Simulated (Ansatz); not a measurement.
Species: C₂H₈ClSi₂, charge -1, multiplicity 1. It need not be the lowest isomer of its formula. Whether it binds its extra electron was not tested at this geometry. 
Geometry from a B3LYP-D3(BJ)/def2-TZVP (Ansatz, a first-principles code) optimisation:
```
Si
H 1 1.5114
C 1 1.9049 2 105.30
H 3 1.0925 1 108.83 2 -176.89
H 3 1.0925 4 107.60 1 -119.64
H 3 1.0952 4 108.65 5 -117.27
C 1 1.9060 2 104.94 3 111.34
H 7 1.0929 1 110.73 2 61.66
H 7 1.0931 8 107.55 1 -119.03
H 7 1.0943 8 108.37 9 -116.99
Si 1 2.3779 2 112.28 7 120.65
H 11 1.5350 1 91.34 2 77.72
Cl 11 2.2792 12 95.44 1 -92.26
```
Charge -1, spin multiplicity 1.

Parts of the frozen-core correlation energy in aug-cc-pV(T+d)Z (Ansatz, hartree). Frozen orbitals: 17; correlated occupied orbitals by spin: 16 and 16; virtual: 408 and 408. No spin-orbit coupling. No relativistic terms.

```
term                             value
-------------------------  -----------
reference (HF)             -1117.90816
MP2 opposite-spin             -0.64718
MP2 same-spin                 -0.17905
CCSD correlation              -0.89673
(T)                           -0.03986
T1 diagnostic                    0.012
largest doubles amplitude        0.017
```
